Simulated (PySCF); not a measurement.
Below is a simulated gas-phase Si 2p photoelectron spectrum of `[SiH3]C([SiH3])([SiH3])Cl`.

Every computed line was given a Gaussian of 0.8 eV full width at half maximum and an area set by the number of equivalent atoms (split 2:1 within a doublet); the highest printed point is 100. Level of theory: delta-SCF UKS SCAN, pcX-2 on the ionised atom, pcseg-1 elsewhere, spin-free X2C in PySCF 2.14.0.

binding energy (eV), intensity and a bar:
```
    105.8          0 
    105.9          1 
    106.0          1 
    106.1          3 #
    106.2          6 ##
    106.3         11 ###
    106.4         20 ######
    106.5         32 ##########
    106.6         47 ##############
    106.7         64 ###################
    106.8         80 ########################
    106.9         92 ############################
    107.0         99 ##############################
    107.1        100 ##############################
    107.2         96 #############################
    107.3         89 ###########################
    107.4         81 ########################
    107.5         72 ######################
    107.6         63 ###################
    107.7         54 ################
    107.8         44 #############
    107.9         34 ##########
    108.0         25 #######
    108.1         17 #####
    108.2         10 ###
    108.3          6 ##
    108.4          3 #
    108.5          2 
    108.6          1 
    108.7          0 
    108.8          0
```

Count the maxima, the lines and the sites behind this envelope.

The curve has 1 maximum (at 107.1 eV). Under it lie 2 lines from 1 inequivalent silicon site, drawn as a 2p3/2, 2p1/2 pair. At this width some lines have no maximum of their own.

Decompose the envelope and assign each component. Numbering: `[SiH3:1][C:2]([SiH3:3])([SiH3:4])[Cl:5]`.

```tsv
position (eV)	relative area	line	atoms	environment
106.99	2.00	Si 2p3/2	Si1/Si3/Si4	SiH3 silicon
107.61	1.00	Si 2p1/2	Si1/Si3/Si4	SiH3 silicon
```

The curve has no shake-up lines and no vibrational structure. Atoms equivalent by their bonding share one computed value, that of the first of them. The 2p values aren't plain energy differences: one relaxed spin-free 2p hole is combined with a matrix within the shell (ground-state 2p orbital-energy differences and spin–orbit coupling). 2p3/2, the mean of its two sublevels, lies a third of the splitting below the shell's mean and 2p1/2 two thirds above it; the statistical areas are 2:1. 2p1/2 minus 2p3/2 (ligand field included): Si 0.62 eV. Geometry: PBE0-D3(BJ)/def2-SVP; no solvent, vibrations or thermal averaging.

The run took 33 s wall on one thread, Arm Neoverse V2 (aarch64), no GPU, on a shared host, and the process peaked at 0.64 GiB of memory.
